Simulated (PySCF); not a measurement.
F3OW, charge +1, singlet, at a GFN2-xTB geometry (such geometries of metal compounds can be far from the true shape) (the multiplicity is a formal guess) (core potentials on W); HF/def2-SVP in PySCF.

PySCF was given this input:
```python
from pyscf import gto, scf

mol = gto.Mole()
mol.atom = '''
    W     0.032769    0.016614   -0.038327
    O     1.064733    0.539809   -1.245317
    F     0.854078   -0.920101    1.241003
    F    -1.273891   -1.045458   -0.632727
    F    -0.796051    1.349129    0.813805
'''
mol.basis = 'def2-svp'
mol.ecp = {'W': 'def2-svp'}
mol.charge = 1
mol.spin = 0
mol.verbose = 4
mol.build()

mf = scf.RHF(mol)
mf.kernel()
mf.analyze()
```

**Question.** What does PySCF print? Leave out banner, timings and long lists.

**Answer.** 
```
PySCF version 2.14.0

[INPUT] verbose = 4
[INPUT] num. atoms = 5
[INPUT] num. electrons = 48
[INPUT] charge = 1
[INPUT] spin (= nelec alpha-beta = 2S) = 0
[INPUT] symmetry False subgroup None
[INPUT] Mole.unit = angstrom
[INPUT] Symbol           X                Y                Z      unit          X                Y                Z       unit  Magmom
[INPUT]  1 W      0.032769000000   0.016614000000  -0.038327000000 AA    0.061924435376   0.031395909834  -0.072427533176 Bohr   0.0
[INPUT]  2 O      1.064733000000   0.539809000000  -1.245317000000 AA    2.012053765787   1.020091169575  -2.353308068265 Bohr   0.0
[INPUT]  3 F      0.854078000000  -0.920101000000   1.241003000000 AA    1.613973509016  -1.738738896938   2.345155789764 Bohr   0.0
[INPUT]  4 F     -1.273891000000  -1.045458000000  -0.632727000000 AA   -2.407305102548  -1.975629294736  -1.195680741618 Bohr   0.0
[INPUT]  5 F     -0.796051000000   1.349129000000   0.813805000000 AA   -1.504318371186   2.549484316708   1.537868568802 Bohr   0.0

nuclear repulsion = 232.312507067291
number of shells = 36
number of NR pGTOs = 153
number of NR cGTOs = 88
basis = def2-svp
ecp = {'W': 'def2-svp'}

******** <class 'pyscf.scf.hf.RHF'> ********
method = RHF
initial guess = minao
damping factor = 0
level_shift factor = 0
DIIS = <class 'pyscf.scf.diis.CDIIS'>
diis_start_cycle = 1
diis_space = 8
diis_damp = 0
SCF conv_tol = 1e-09
SCF conv_tol_grad = None
SCF max_cycles = 50
direct_scf = True
direct_scf_tol = 1e-13
Set gradient conv threshold to 3.16228e-05
Initial guess from minao.
init E= -426.189265426511
  HOMO = -0.719074141959454  LUMO = -0.244925898432082  gap/eV = 12.90223
cycle= 1 E= -438.658617952433  delta_E= -12.5  |g|=  1.5  |ddm|= 7.44
  HOMO = -0.764054634114632  LUMO = -0.447844650100687  gap/eV = 8.60451
cycle= 2 E= -438.23513147556  delta_E= 0.423  |g|= 2.09  |ddm|= 2.65
  HOMO = -0.865347401361131  LUMO = -0.276135688715736  gap/eV = 16.03327
cycle= 3 E= -439.040216014771  delta_E= -0.805  |g|= 0.291  |ddm|= 1.58
  HOMO = -0.814001465033232  LUMO = -0.262614080263969  gap/eV = 15.00401
cycle= 4 E= -439.054548133428  delta_E= -0.0143  |g|= 0.109  |ddm|= 0.24
  HOMO = -0.831217587500162  LUMO = -0.261383235695301  gap/eV = 15.50598
cycle= 5 E= -439.056652759975  delta_E= -0.0021  |g|= 0.0128  |ddm|= 0.083
  HOMO = -0.831609505953966  LUMO = -0.262222757830052  gap/eV = 15.49380
cycle= 6 E= -439.05670915037  delta_E= -5.64e-05  |g|= 0.00263  |ddm|= 0.0208
  HOMO = -0.831110655730166  LUMO = -0.261874589648811  gap/eV = 15.48970
cycle= 7 E= -439.056713284003  delta_E= -4.13e-06  |g|= 0.000968  |ddm|= 0.0046
  HOMO = -0.831133837315223  LUMO = -0.261889713321188  gap/eV = 15.48992
cycle= 8 E= -439.056714076783  delta_E= -7.93e-07  |g|= 0.000267  |ddm|= 0.00231
  HOMO = -0.83110570736751  LUMO = -0.261823710228595  gap/eV = 15.49095
cycle= 9 E= -439.056714134225  delta_E= -5.74e-08  |g|= 4.98e-05  |ddm|= 0.000649
  HOMO = -0.831110004522972  LUMO = -0.26182979558551  gap/eV = 15.49090
cycle= 10 E= -439.05671413625  delta_E= -2.02e-09  |g|= 1.35e-05  |ddm|= 0.000113
  HOMO = -0.831109594623781  LUMO = -0.261829920955627  gap/eV = 15.49089
cycle= 11 E= -439.056714136426  delta_E= -1.76e-10  |g|= 4.08e-06  |ddm|= 3.49e-05
  HOMO = -0.831110347408661  LUMO = -0.261830104147889  gap/eV = 15.49090
Extra cycle  E= -439.056714136432  delta_E= -5.91e-12  |g|= 3e-06  |ddm|= 6.05e-06
converged SCF energy = -439.056714136432
**** SCF Summaries ****
Total Energy =                        -439.056714136431765
Nuclear Repulsion Energy =             232.312507067291335
One-electron Energy =                -1081.407643765148805
Two-electron Energy =                  410.038422561425648
Two-electron Coulomb Energy =          454.909045608682504
DFT Exchange-Correlation Energy =      -44.870623047256856
HOMO-LUMO gap [eV] =                    15.490904452928381
**** MO energy ****
MO #1   energy= -26.6135861432989  occ= 2
MO #2   energy= -26.6135376806285  occ= 2
MO #3   energy= -26.6135376191665  occ= 2
MO #4   energy= -20.9125469699488  occ= 2
MO #5   energy= -3.9667930154398   occ= 2
MO #6   energy= -2.4636104815016   occ= 2
MO #7   energy= -2.45165084701104  occ= 2
MO #8   energy= -2.45165080208212  occ= 2
MO #9   energy= -1.86430951678414  occ= 2
MO #10  energy= -1.84583822589613  occ= 2
MO #11  energy= -1.84583816197032  occ= 2
MO #12  energy= -1.55060861436576  occ= 2
MO #13  energy= -1.03267320002725  occ= 2
MO #14  energy= -1.03267313345911  occ= 2
MO #15  energy= -1.01633469570288  occ= 2
MO #16  energy= -1.01364870732966  occ= 2
MO #17  energy= -1.01364868322192  occ= 2
MO #18  energy= -0.985627575884809 occ= 2
MO #19  energy= -0.952600197426332 occ= 2
MO #20  energy= -0.952600173376864 occ= 2
MO #21  energy= -0.947380925355377 occ= 2
MO #22  energy= -0.862490003729203 occ= 2
MO #23  energy= -0.831110355336921 occ= 2
MO #24  energy= -0.831110347408661 occ= 2
MO #25  energy= -0.261830104147889 occ= 0
MO #26  energy= -0.26183008239169  occ= 0
MO #27  energy= -0.180265850739787 occ= 0
MO #28  energy= -0.165470201838048 occ= 0
MO #29  energy= -0.165470141911666 occ= 0
MO #30  energy= -0.113265601758648 occ= 0
MO #31  energy= -0.0568217642390316 occ= 0
MO #32  energy= -0.0568217373912504 occ= 0

WARN: System has nonzero charge 1; the dipole moment is origin-dependent.
Location of origin: [0. 0. 0.]

Dipole moment(X, Y, Z, Debye): -0.07202, -0.03651,  0.08423
```
